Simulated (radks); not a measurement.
Results of a calculation; reference values are marked as such.
Q: Coherent X-ray form factor from a spherical all-electron density. Code: a radial shooting solver on a logarithmic mesh with Libxc functionals. Model: scalar-relativistic Kohn-Sham, SCAN, spin-polarised, spherical densities, finite nucleus; meta-GGA in the generalised Kohn-Sham scheme; Fermi nuclear charge, rms radius of each element as measured or else 0.836 A^(1/3) + 0.57 fm.

sin(theta)/lambda (1/angstrom),f0 (electrons)
0.05,17.537
0.1,16.303
0.15,14.659
0.2,12.966
0.25,11.459
0.3,10.233
0.4,8.565
0.5,7.573
0.6,6.868
0.8,5.634
1,4.459
1.25,3.253
1.5,2.430
2,1.616

The species is in the configuration that NIST lists as its ground one. Which atom or ion scatters so?

A: Neutral argon, [Ar]. Extrapolating in s^2 from the first two rows gives f0(0) = 17.9, near the electron count 18; among species with that count, the fall with angle is slower the higher Z, and the table is that of Z = 18; from so few rows the species is fixed only to a neighbour or two.
